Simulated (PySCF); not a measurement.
PySCF 2.14 output of an unrestricted PBEsol calculation on a single atom or ion in x2c-TZVPPall with one added diffuse shell each of s, p, d, f type (12s8p8d5f2g, 129 functions), with the spin-free X2C one-electron Hamiltonian (Gaussian nucleus):

```
SCF conv_tol = 1e-09
number electrons alpha = 33  beta = 27
    J. P. Perdew, A. Ruzsinszky, G. I. Csonka, O. A. Vydrov, G. E. Scuseria, L. A. Constantin, X. Zhou, and K. Burke.,  Phys. Rev. Lett. 100, 136406 (2008)
    J. P. Perdew, A. Ruzsinszky, G. I. Csonka, O. A. Vydrov, G. E. Scuseria, L. A. Constantin, X. Zhou, and K. Burke.,  Phys. Rev. Lett. 100, 136406 (2008)
cycle= 1 E= -10421.4751391144  delta_E= -0.0314  |g|= 0.164  |ddm|= 0.398
cycle= 2 E= -10421.4736843043  delta_E= 0.00145  |g|= 0.201  |ddm|= 0.189
cycle= 3 E= -10421.4779014405  delta_E= -0.00422  |g|= 0.00607  |ddm|= 0.108
cycle= 4 E= -10421.4779065785  delta_E= -5.14e-06  |g|= 0.000348  |ddm|= 0.00472
cycle= 5 E= -10421.4779066199  delta_E= -4.14e-08  |g|= 4.45e-05  |ddm|= 0.000406
cycle= 6 E= -10421.4779066209  delta_E= -9.86e-10  |g|= 4.42e-06  |ddm|= 9.11e-05
converged SCF energy = -10421.4779066209  <S^2> = 12.001788  2S+1 = 7.0005109
```

The run itself started from symmetry-adapted Hartree-Fock orbitals and held the occupation by maximum overlap, on a logarithmic radial grid, so the iterations belong to that start.

Problem. Which element, charge and spin multiplicity is this?

Solution. Sm²⁺ (samarium, charge +2), multiplicity 7; the state was [Xe] 4f5 6p1, one real determinant (an excited configuration).

⟨L²⟩ = 26.02 against 42 for a pure I term, so this real determinant mixes terms. Spin-orbit coupling, absent here, splits the open shell strongly.
